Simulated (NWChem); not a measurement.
Program: NWChem. System: Cl2Se, charge 0, spin multiplicity 1, at a geometry optimised with PBE0/def2-SVP. The structure started from a generated list of species. Level: G0W0@PBE/def2-TZVPP, RI basis def2-tzvpp-rifit.

Part of the output:

```
             Northwest Computational Chemistry Package (NWChem) 7.3.0
             --------------------------------------------------------

                                NWChem Input Module
                                -------------------

 Scaling coordinates for geometry "geometry" by  1.889725989
 (inverse scale =  0.529177249)

 Turning off AUTOSYM since
 SYMMETRY directive was detected!

                             Geometry "geometry" -> ""
                             -------------------------

 Output coordinates in angstroms (scale by  1.889725989 to convert to a.u.)

  No.       Tag          Charge          X              Y              Z
 ---- ---------------- ---------- -------------- -------------- --------------
    1 Se                  34.0000     0.00000000     0.00000000     0.68410500
    2 Cl                  17.0000    -1.68484900     0.00000000    -0.68410500
    3 Cl                  17.0000     1.68484900     0.00000000    -0.68410500

 Effective nuclear repulsion energy (a.u.)     327.2329627415

            Nuclear Dipole moment (a.u.)
            ----------------------------
        X                 Y               Z
 ---------------- ---------------- ----------------
     0.0000000000     0.0000000000     0.0000000000

      Symmetry information
      --------------------

 Group name             C2v
 Group number             16
 Group order               4
 No. of unique centers     2

      Symmetry unique atoms

     1    2


 Summary of "ao basis" -> "" (spherical)
 ------------------------------------------------------------------------------
       Tag                 Description            Shells   Functions and Types
 ---------------- ------------------------------  ------  ---------------------
 *                         def2-tzvpp                 on all atoms

 new library libraries.bse/

 Summary of "ri basis" -> "" (spherical)
 ------------------------------------------------------------------------------
       Tag                 Description            Shells   Functions and Types
 ---------------- ------------------------------  ------  ---------------------
 *                      def2-tzvpp-rifit              on all atoms

  pbe96 is a nonlocal functional; adding pw91lda local functional.

                                 NWChem DFT Module
                                 -----------------

 Summary of "ao basis" -> "ao basis" (spherical)
 ------------------------------------------------------------------------------
[...]
  ----- ------------  ---------------      ----- ------------  ---------------
    19      1.650406  1 Se px                16     -0.844311  1 Se px
    53      0.479072  2 Cl s                 95     -0.479072  3 Cl s
    10      0.167491  1 Se px                82     -0.167708  2 Cl d  1
   124     -0.167708  3 Cl d  1              68      0.132994  2 Cl pz
   110     -0.132994  3 Cl pz                35     -0.128552  1 Se d  1

 center of mass
 --------------
 x =   0.00000000 y =   0.00000000 z =   0.07799389

 moments of inertia (a.u.)
 ------------------
         247.871111786390           0.000000000000           0.000000000000
           0.000000000000         956.846218007056           0.000000000000
           0.000000000000           0.000000000000         708.975106220665

     Multipole analysis of the density
     ---------------------------------

     L   x y z        total         alpha         beta         nuclear
     -   - - -        -----         -----         ----         -------
     0   0 0 0     -0.000000    -34.000000    -34.000000     68.000000

     1   1 0 0     -0.000000     -0.000000     -0.000000      0.000000
     1   0 1 0     -0.000000     -0.000000     -0.000000      0.000000
     1   0 0 1      0.381671      0.190836      0.190836      0.000000

     2   2 0 0    -31.322195   -187.994142   -187.994142    344.666090
     2   1 1 0      0.000000      0.000000      0.000000      0.000000
     2   1 0 1      0.000000      0.000000      0.000000      0.000000
     2   0 2 0    -33.230324    -16.615162    -16.615162      0.000000
     2   0 1 1     -0.000000     -0.000000     -0.000000      0.000000
     2   0 0 2    -30.097307    -71.871387    -71.871387    113.645466

 Task  times  cpu:       22.7s     wall:       22.7s

                                NWChem Input Module
                                -------------------

                                 NWChem GW Module
                                 ----------------

                             ***********************
                             ***        GW       ***
                             ***********************

 Summary of "ri basis" -> "ri basis" (spherical)
 ------------------------------------------------------------------------------
       Tag                 Description            Shells   Functions and Types
 ---------------- ------------------------------  ------  ---------------------
 Se                     def2-tzvpp-rifit            37      159   10s9p8d5f4g1h
 Cl                     def2-tzvpp-rifit            33      123   11s8p7d5f2g

                 Memory Information
                 ------------------
          Available GA per process is          1699.9 MBs
          Available stack per process is        700.0 MBs
          Available heap per process is           0.0 MBs

          Peak memory in Initialization
              Peak GA per process is                 15.9 MBs
              Peak stack per process is               0.1 MBs
              Peak heap per process is               16.8 MBs
              Memory not in MA per process            0.0 MBs

          Peak memory in AFF Calculation
              Peak GA per process is                109.5 MBs
              Peak stack per process is              84.7 MBs
              Peak heap per process is                0.0 MBs
              Memory not in MA per process           84.7 MBs

          Computing 2-center integrals
          Computing Inverse Cholesky factor
          Computing 3-center integrals
          Computing V_xc ...

          Computing Sigma_x
          Computing RPA polarizability
          Solving quasiparticle equations

                  Alpha Orbitals
          State     Energy (eV)     Error (eV)
          -----------------------------------
@GW        31        -11.278           0.002
@GW        32        -11.198           0.004
@GW        33        -11.077           0.002
@GW        34         -8.726           0.002
@GW        35         -0.551           0.002
@GW        36         -0.271           0.002

   Applying  -2.9408 eV scissor-shift to rest of particle states

   Applying   3.0907 eV scissor-shift to rest of hole states

     GW Timing Statistics
   ------------------------
   Init.   :          0.2s
     ERIs  :          2.5s
     Distr.:          0.0s
     Vxc   :          0.2s
   Sigma_x :          0.0s
   RPA     :         11.7s
   Wmn     :          0.1s
   Sigma_c :          0.1s
   GW total:         14.9s

 Task  times  cpu:       14.9s     wall:       14.9s

 Total times  cpu:       37.6s     wall:       37.6s
```

Write an NWChem input that would produce this output.

Several could match; the one computed here: 
```
start mol
memory heap 200 mb stack 700 mb global 1700 mb
geometry units angstroms nocenter noautoz
  Se     0.000000     0.000000     0.684105
  Cl    -1.684849     0.000000    -0.684105
  Cl     1.684849     0.000000    -0.684105
  symmetry group C2v
end
basis spherical
  * library def2-tzvpp
end
basis "ri basis" bse spherical
  * library def2-tzvpp-rifit
end
dft
  xc xpbe96 cpbe96
  iterations 100
  direct
  tolerances tight
end
task dft energy
gw
  states alpha occ 4 vir 2
end
task dft gw
```
